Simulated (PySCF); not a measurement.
# Hartree-Fock beside MP2: AlH4NSi

Calculated results; nothing here was measured. They come from PySCF 2.14.0, an open-source quantum chemistry program, on an isolated molecule that a program drew, which may never have been made. The molecule is AlH4NSi (charge 0, singlet), drawn as the SMILES string `[AlH]=[N][SiH3]`.

The geometry was optimised and harmonic frequencies were computed with HF and MP2, all in the cc-pV(D+d)Z basis, for the commonest isotopes, with a restricted reference for singlets and an unrestricted one otherwise, and a frozen core in MP2. Each result is a local minimum of its method.

Geometry at the HF minimum:
```xyz
7
AlH4NSi, angstrom
Al   -2.8865    2.0189   -0.2316
N    -2.0796    0.6152   -0.2451
Si   -1.2391   -0.8469   -0.2592
H    -3.6596    3.3637   -0.2187
H    -0.6249   -1.1632    1.0611
H    -0.1271   -0.8546   -1.2512
H    -2.1143   -2.0032   -0.6019
```

Lengths of the bonds as drawn, in Å (atoms numbered as above):
| bond | HF | MP2 |
|---|---|---|
| Al1-N2 | 1.619 | 1.655 |
| N2-Si3 | 1.687 | 1.715 |
| Al1-H4 | 1.551 | 1.556 |
| Si3-H5 | 1.490 | 1.488 |
| Si3-H6 | 1.490 | 1.488 |
| Si3-H7 | 1.490 | 1.488 |

Rotational constants, in GHz:
```
constant     HF    MP2
       A  88.14  87.46
       B  2.839  2.741
       C  2.839  2.741
```

Harmonic frequencies in cm^-1, each column in rising order, so a row needn't be the same motion in every method:
| rank | HF | MP2 |
|---|---|---|
| 1 | 122 | 62 |
| 2 | 122 | 63 |
| 3 | 479 | 398 |
| 4 | 479 | 399 |
| 5 | 609 | ? |
| 6 | 784 | 730 |
| 7 | 784 | 730 |
| 8 | 1041 | 992 |
| 9 | 1041 | 992 |
| 10 | 1080 | 1020 |
| 11 | 1391 | 1281 |
| 12 | 2121 | 2072 |
| 13 | 2236 | 2242 |
| 14 | 2236 | 2242 |
| 15 | 2273 | 2252 |

**Estimate the missing MP2 frequency from the HF column.**

A single factor s that minimises the squared misfit of MP2 against s times HF over the other rows is sum(HF x MP2) / sum(HF^2) = 0.9767, with an rms misfit of 50 cm^-1. For rank 5 it gives 0.9767 x 609 = 595 cm^-1. The calculation gives 552 cm^-1, 43 cm^-1 below the estimate. The drawn bonds are on average 0.6 % longer in MP2 than in HF.
